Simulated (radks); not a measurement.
Results of a calculation; reference values are marked as such.
Problem. Nd, configuration [Xe] 4f4 6s2. Code: a radial shooting solver on a logarithmic mesh with Libxc functionals. Model: scalar-relativistic Kohn-Sham, r2SCAN, spin-unpolarised, spherical densities, finite nucleus; meta-GGA in the generalised Kohn-Sham scheme; Fermi nuclear charge, rms radius 4.9123 fm; hard spherical wall at 15 bohr. Some entries of the table are withheld. Estimate them.

| orbital | occ. | eigenvalue (eV) | <1/r> (bohr^-1) |
|---|---|---|---|
| 1s | 2 | -43467.84 | 66.04 |
| 2s | 2 | -7050.934 | (1) |
| 2p | 6 | -6299.872 | 14.39 |
| 3s | 2 | -1537.465 | 5.579 |
| 3p | 6 | -1299.277 | 5.265 |
| 3d | 10 | -969.0299 | 4.987 |
| 4s | 2 | -309.2766 | 2.321 |
| 4p | 6 | -230.8414 | (2) |
| 4d | 10 | -118.9540 | 1.870 |
| 5s | 2 | -41.7964 | (3) |
| 5p | 6 | -22.9597 | 0.7548 |
| 6s | 2 | -3.5645 | 0.2749 |
| 5d | 0 | -1.7840 | 0.4108 |
| 4f | 4 | -1.4510 | 1.241 |
| 6p | 0 | -1.1262 | (4) |
| 7s | 0 | (5) | 0.1708 |

Solution. 
(1) 2s <1/r> (bohr^-1): 15.27
(2) 4p <1/r> (bohr^-1): 2.140
(3) 5s <1/r> (bohr^-1): 0.8913
(4) 6p <1/r> (bohr^-1): 0.2168
(5) 7s eigenvalue (eV): 1.5716
